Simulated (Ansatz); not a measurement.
`O[SiH](F)[NH][GeH3]` and `O[SiH](F)[SiH2]Cl` differ in one atom or group.

Ansatz, PBE0-D4/def2-TZVP geometries, multiplicity 1. Each molecule was computed in one conformer, which needn't be the lowest.

Scalar relativity is left out up to krypton.

| property | `O[SiH](F)[NH][GeH3]` |
| --- | --- |
| HOMO–LUMO gap (B3LYP/def2-TZVPP) / eV | 7.40 |
| HOMO–LUMO gap (ωB97M-V/def2-TZVPP) / eV | 11.83 |
| zero-point energy (PBE0-D4/def2-TZVP) / kJ/mol | 173.6 |
| HOMO–LUMO gap (PBE/def2-TZVPP) / eV | 5.70 |
| LUMO energy (ωB97M-V/def2-TZVPP) / eV | 1.78 |
| HOMO energy (B3LYP/def2-TZVPP) / eV | -7.50 |

Give the same properties after the change, and the shifts. (Best estimate.)

Ansatz gave: 
| property | `O[SiH](F)[SiH2]Cl` | shift |
| --- | --- | --- |
| HOMO–LUMO gap (B3LYP/def2-TZVPP) / eV | 6.80 | -0.60 |
| HOMO–LUMO gap (ωB97M-V/def2-TZVPP) / eV | 11.03 | -0.80 |
| zero-point energy (PBE0-D4/def2-TZVP) / kJ/mol | 119.6 | -54.0 |
| HOMO–LUMO gap (PBE/def2-TZVPP) / eV | 5.08 | -0.62 |
| LUMO energy (ωB97M-V/def2-TZVPP) / eV | 0.75 | -1.03 |
| HOMO energy (B3LYP/def2-TZVPP) / eV | -8.03 | -0.53 |

With PBE0 the HOMO falls by 0.48 eV and the LUMO falls by 1.23 eV, so the gap narrows by about 0.75 eV. PBE moves the HOMO by -0.61 eV and ωB97M-V by -0.22 eV. The zero-point energy changes by -54.0 kJ/mol with -6 modes.

B3LYP here is the variant with VWN-RPA as its local correlation; programs differ in this.
